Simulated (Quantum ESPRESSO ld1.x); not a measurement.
The mean radii <r> (bohr) of the occupied orbitals of an atom or ion are listed with their occupations. Calculated with ld1.x of Quantum ESPRESSO 7.5: scalar-relativistic Kohn-Sham, B86b exchange with PBE correlation, spin-unpolarised, spherical densities, point nucleus.

| orbital | occ. | <r> |
|---|---|---|
| 1s | 2 | 0.08571 |
| 2s | 2 | 0.4133 |
| 2p | 6 | 0.3756 |
| 3s | 2 | 1.290 |
| 3p | 3 | 1.396 |

Name the element and its charge.

Answer. Z = 18, argon, charge +3: Ar3+ in [Ne] 3s2 3p3. The 1s radius gives Z: for a bare nucleus <r> = (2 gamma + 1)/(2Z) with gamma = sqrt(1 - (Z/c)^2), 0.08285 bohr for Z = 18, and screening makes it slightly larger (0.08571 here). The occupations add up to 15, and the charge is Z minus that.
